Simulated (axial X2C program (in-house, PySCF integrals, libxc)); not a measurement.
# Nuclear properties of MoH

Computed with an axial X2C code built on PySCF integrals: two-component X2C with atomic mean-field Coulomb and Gaunt terms, Gaussian nuclei, basis Mo dyall-cv3z, H dyall-v3z with contracted cores.

R = 1.718 Å (near the PBE0 minimum at charge 0 of the determinant lowest at the starting distance; the state shown can have its own minimum elsewhere).

Determinant lowest in the PBE0 search, Ω = 5/2 (⟨Sz⟩ = 2.50, ⟨Lz⟩ = 0.00 at PBE0), spin on the atoms Mo 2.59, H -0.09:

| level | Eeff magnitude (GV/cm) | Ws magnitude Mo (kHz) | A∥/gI Mo (MHz) | qzz Mo (a.u.) | A∥/gI H (MHz) | qzz H (a.u.) | μ (D) |
| --- | --- | --- | --- | --- | --- | --- | --- |
| PBE0 | 0.549 | 0.118 | 464 | -0.52 | -5.23 | 0.09 | -2.60 |
| HF | 0.465 | 0.1 | 291 | -0.92 | -8.88 | 0.10 | -3.22 |
| PBE50 | 0.308 | 0.073 | 415 | -0.68 | -5.9 | 0.09 | -2.96 |
| BP86 | 0.742 | 0.155 | 535 | -0.36 | -3.78 | 0.09 | -2.21 |
| B3LYP | 0.764 | 0.16 | 492 | -0.47 | -3.64 | 0.09 | -2.49 |

Determinant 2.08 eV from it at PBE0 and this distance, Ω = 1/2 (⟨Sz⟩ = -1.49, ⟨Lz⟩ = 1.99 at PBE0), spin on the atoms Mo -1.56, H 0.07:

```csv
level,Eeff magnitude (GV/cm),Ws magnitude Mo (kHz),A∥/gI Mo (MHz),qzz Mo (a.u.),A∥/gI H (MHz),qzz H (a.u.),μ (D)
PBE0,0.673,0.541,1600,-3.81,29,0.08,-2.27
HF,7.42,7.1,2550,-4.90,70.6,0.10,-1.10
PBE50,1.47,1.28,1850,-4.08,31.8,0.08,-2.56
BP86,0.11,0.0116,1370,-3.58,25.9,0.08,-1.94
B3LYP,0.784,0.643,1660,-3.72,25.7,0.08,-2.11
```

Eeff is the effective electric field on the electron electric dipole moment in this Ω state and Ws the scalar–pseudoscalar constant of the nucleus named (defined with the proton number Z and per Ω); A∥ (defined per Ω) follows by multiplying with gI = μI/(I μN); qzz is the electric field gradient, eQq0 = 234.96 MHz × Q/barn × qzz; μ is positive if the H end (last atom) is positive. The operators were transformed with the bare-nucleus X2C matrices; with these basis sets, hyperfine constants and field gradients can be off by tens of per cent, and where levels differ in sign neither size nor sign is settled.

With gI(95Mo) = -0.3657 (g factors from the IAEA table of nuclear moments by Stone), turn the PBE0 values of the first state into constants in MHz.

A∥(95Mo) = 464 × -0.3657 = -170 MHz.

Each state is one determinant with collinear spin, which with several unpaired electrons need not be a pure state. Unrestricted Hartree–Fock can overshoot spin polarisation at the nuclei. This is the top spin component of a Σ state; components of lower Ω are not single determinants and can lie lower. With several open shells hyperfine constants can be off by a factor of several. Where Eeff spreads by more than a factor of two the levels disagree and none is to be relied on. The search compared states at one distance, so a state with another bond length can lie lower. Further determinants of the search, some of them spin-mixed, are not shown. Where a field gradient or hyperfine factor spreads by more than a factor of two over the levels, a constant derived from it is not to be relied on. PBE0 term energies can be off by some tenths of an eV.
